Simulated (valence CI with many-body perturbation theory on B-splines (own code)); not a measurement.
Sc VII: electric-dipole lines

Calculated by relativistic CI+MBPT: five valence electrons over a frozen Dirac-Fock core [Ne], a basis of 11 s, 11 p, 10 d, 8 f, 5 g, 2 h functions for each j, with the one-electron correlation potential Σ1 (screened to all orders), the two-electron term Σ2, the three-electron term Σ3, Breit, model QED; selected single and double excitations, second order for the rest, scaled by the run's own slope (own B-spline code, finite nucleus).

Set against measurement, 7 paired levels are off by 114 cm⁻¹ on average, the worst by 199. These come from a selection out of Sugar and Corliss, J. Phys. Chem. Ref. Data 9, 473 (1980). Levels without a partner in it may be off by more. Among the levels kept, up to 3200 cm⁻¹ of a level comes from second order outside the variational space, and about a tenth of that is noise between levels of different J, which matters for small intervals.

Lines 151 to 200 of 560 in falling wavelength, among levels below 80.021 eV, chosen from the strongest by gf and those to the six lowest levels. Wavelengths and rates use the calculated energies, so an error of 100 cm⁻¹ moves a line at 411.0 Å by 0.041 % and its rate by three times that or more. Electric multipoles are in the length gauge, E1 and E2 with the static RPA response of the core. Weak lines are less certain than strong ones. Lines between different terms over intervals too small for the method are left out, as are lines whose strength nearly cancels. Where a level lies close to another of its J and parity, the split of strength between their lines is uncertain. The highest levels of a list are the least certain.

Names give the largest LS component (configuration and term), which can be under half, so a name can repeat, a term be missing and a line seem to break the LS rules; names also repeat where a configuration has a term twice. Letters in brackets count levels of one name in rising energy.

```tsv
λ vac (Å)	Upper	Lower	A (s⁻¹)	S (a.u.)
411.0	3s3p³3d ²G°_7/2 [b]	3s²3p²3d ²F_5/2 [a]	1.69e+09	4.63e-01
410.5	3s3p³3d ²F°_5/2 [c]	3s²3p²3d ²G_7/2	1.88e+09	3.86e-01
410.0	3s3p³3d ²G°_9/2 [b]	3s²3p²3d ⁴D_7/2	2.10e+09	7.14e-01
409.1	3s3p³3d ²F°_7/2 [c]	3s²3p²3d ²G_9/2	1.62e+09	4.38e-01
408.9	3s3p³3d ⁴D°_5/2 [c]	3s²3p²3d ⁴F_7/2	1.59e+09	3.21e-01
408.4	3s3p³3d ²F°_5/2 [b]	3s²3p²3d ²F_5/2 [a]	2.79e+09	5.63e-01
407.6	3s3p³3d ²F°_7/2 [b]	3s²3p²3d ⁴D_7/2	7.99e+08	2.14e-01
407.5	3s3p³3d ²D°_5/2 [f]	3s²3p²3d ²D_5/2 [c]	4.36e+09	8.74e-01
407.5	3s3p³3d ²D°_3/2 [e]	3s²3p²3d ²D_3/2 [c]	4.43e+09	5.91e-01
405.9	3s3p³3d ²D°_3/2 [e]	3s²3p²3d ²D_5/2 [c]	1.85e+09	2.44e-01
405.9	3s3p³3d ²F°_7/2 [b]	3s²3p²3d ²F_5/2 [a]	2.06e+09	5.44e-01
405.8	3s3p³3d ²D°_5/2 [e]	3s²3p²3d ²P_3/2 [c]	3.32e+09	6.57e-01
405.4	3s3p³3d ⁴D°_3/2 [c]	3s²3p²3d ⁴F_5/2	1.73e+09	2.28e-01
405.0	3s²3p²3d ⁴F_3/2	3s²3p³ ²D°_3/2	1.35e+07	1.77e-03
404.7	3s²3p3d² ²F°_5/2	3s²3p²3d ²D_3/2 [b]	7.30e+08	1.43e-01
404.4	3s²3p²3d ⁴F_5/2	3s²3p³ ²D°_5/2	6.05e+06	1.18e-03
403.4	3s3p³3d ⁴D°_1/2 [c]	3s²3p²3d ⁴F_3/2	2.30e+09	1.49e-01
403.4	3s3p³3d ²D°_3/2 [d]	3s²3p²3d ²P_1/2 [c]	3.69e+09	4.78e-01
402.0	3s²3p²3d ⁴F_7/2	3s²3p³ ²D°_5/2	4.41e+06	1.13e-03
400.8	3s²3p3d² ²G°_9/2	3s²3p²3d ²F_7/2 [b]	3.36e+09	1.07e+00
400.7	3s²3p3d² ²G°_7/2	3s²3p²3d ²F_5/2 [b]	3.46e+09	8.79e-01
400.1	3s²3p3d² ²F°_7/2	3s²3p²3d ²D_5/2 [b]	1.16e+09	2.93e-01
399.8	3s²3p²4p ²D°_3/2 [a]	3s²3p²3d ²D_3/2 [b]	1.56e+09	1.97e-01
397.2	3s3p³3d ²P°_1/2 [c]	3s²3p²3d ²D_3/2 [b]	2.34e+09	1.45e-01
396.7	3s3p³3d ²P°_3/2 [c]	3s²3p²3d ²D_5/2 [b]	1.36e+09	1.67e-01
394.3	3s²3p²4p ²D°_5/2 [a]	3s²3p²3d ²D_5/2 [b]	1.90e+09	3.45e-01
393.8	3s²3p3d² ²P°_1/2	3s²3p²3d ²P_1/2 [b]	2.73e+09	1.64e-01
393.0	3s²3p3d² ²P°_3/2	3s²3p²3d ²P_3/2 [b]	3.23e+09	3.87e-01
390.4	3s²3p²4p ²D°_5/2 [b]	3s²3p²3d ²F_7/2 [b]	7.26e+09	1.28e+00
389.5	3s²3p²3d ⁴D_7/2	3s²3p³ ²D°_5/2	4.75e+06	1.11e-03
389.4	3s²3p²4p ²D°_3/2 [b]	3s²3p²3d ²F_5/2 [b]	5.90e+09	6.87e-01
388.8	3s²3p²3d ⁴D_3/2	3s²3p³ ²D°_5/2	2.83e+07	3.28e-03
388.3	3s²3p²3d ⁴D_1/2	3s²3p³ ²D°_3/2	4.14e+07	2.39e-03
388.1	3s3p³3d ⁴D°_7/2 [a]	3s3p⁴ ⁴P_5/2	2.47e+07	5.71e-03
388.0	3s3p³3d ⁴D°_5/2 [a]	3s3p⁴ ⁴P_5/2	2.27e+07	3.93e-03
387.6	3s3p³3d ⁴D°_3/2 [a]	3s3p⁴ ⁴P_5/2	6.34e+06	7.28e-04
387.5	3s²3p3d² ⁴P°_5/2	3s²3p²3d ²D_5/2 [b]	1.50e+09	2.59e-01
387.1	3s²3p²3d ⁴D_5/2	3s²3p³ ²D°_5/2	1.01e+07	1.74e-03
386.0	3s3p³3d ²D°_5/2 [f]	3s²3p²3d ²F_7/2 [b]	4.83e+09	8.23e-01
384.8	3s3p³3d ²D°_3/2 [d]	3s²3p²3d ²D_3/2 [b]	8.74e+09	9.83e-01
383.5	3s3p³3d ²D°_3/2 [e]	3s²3p²3d ²F_5/2 [b]	5.71e+09	6.37e-01
383.3	3s3p³3d ²D°_5/2 [e]	3s²3p²3d ²D_5/2 [b]	7.42e+09	1.24e+00
381.4	3s3p⁴ ²S_1/2	3s²3p³ ⁴S°_3/2	1.18e+07	6.44e-04
380.2	3s3p³3d ²D°_5/2 [f]	3s²3p²3d ²P_3/2 [c]	6.52e+09	1.06e+00
379.6	3s3p³3d ⁴D°_7/2 [d]	3s²3p²3d ²F_7/2 [a]	3.91e+09	8.44e-01
379.4	3s3p³3d ²F°_7/2 [d]	3s²3p²3d ²G_9/2	1.50e+10	3.23e+00
378.7	3s3p³3d ²D°_3/2 [e]	3s²3p²3d ²P_3/2 [c]	1.25e+09	1.34e-01
378.7	3s3p³3d ²F°_5/2 [d]	3s²3p²3d ²G_7/2	1.50e+10	2.42e+00
377.2	3s²3p3d² ²F°_7/2	3s²3p²3d ²D_5/2 [a]	3.44e+09	7.28e-01
376.1	3s3p³3d ²D°_5/2 [c]	3s²3p²3d ²F_7/2 [a]	1.40e+09	2.20e-01
```
